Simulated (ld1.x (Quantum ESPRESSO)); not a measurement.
# Reading a pseudo-wave (Tc)

Columns: radius, all-electron u(r) and pseudo u(r) of the 5s shell (level -11.43 eV) of technetium in the configuration [Kr] 4d5 5s1 5p0; Wu–Cohen, scalar-relativistic, TM scheme, ld1.x (Quantum ESPRESSO) 7.5.

| r (bohr) | all-electron | pseudo |
| --- | --- | --- |
| 0.163 | -0.0273 | 0.0361 |
| 0.325 | 0.1989 | 0.0706 |
| 0.488 | -0.0108 | 0.1026 |
| 0.650 | -0.2403 | 0.1312 |
| 0.813 | -0.3212 | 0.1573 |
| 0.975 | -0.2669 | 0.1830 |
| 1.138 | -0.1339 | 0.2124 |
| 1.300 | 0.0267 | 0.2504 |
| 1.463 | 0.1857 | 0.3024 |
| 1.625 | 0.3250 | 0.3701 |
| 1.788 | 0.4398 | 0.4499 |
| 1.950 | 0.5274 | 0.5282 |
| 2.113 | 0.5907 | 0.5907 |
| 2.275 | 0.6318 | 0.6318 |
| 2.438 | 0.6545 | 0.6545 |
| 2.600 | 0.6616 | 0.6616 |
| 2.763 | 0.6563 | 0.6563 |
| 2.925 | 0.6413 | 0.6413 |
| 3.088 | 0.6186 | 0.6186 |
| 3.250 | 0.5906 | 0.5906 |
| 3.413 | 0.5586 | 0.5586 |
| 3.575 | 0.5244 | 0.5244 |
| 3.738 | 0.4891 | 0.4891 |
| 3.900 | 0.4539 | 0.4539 |
| 4.063 | 0.4191 | 0.4191 |
| 4.225 | 0.3858 | 0.3858 |

(1) How many radial nodes do the two functions have?

(2) At about which radius was the pseudo-wave matched?

(3) Is the pseudo-wave norm-conserving?

Results:

(1) The all-electron 5s function has n − l − 1 = 4 (the table is too coarse to show those close to the nucleus); the pseudo-wave has 0, since the states of the same l below it are removed with the core.

(2) 2.15 bohr, where the columns begin to agree (steps of 0.16 bohr).

(3) Yes: the TM scheme keeps the norm inside the radius equal to the all-electron one, which fixes the energy derivative of the logarithmic derivative at the level.
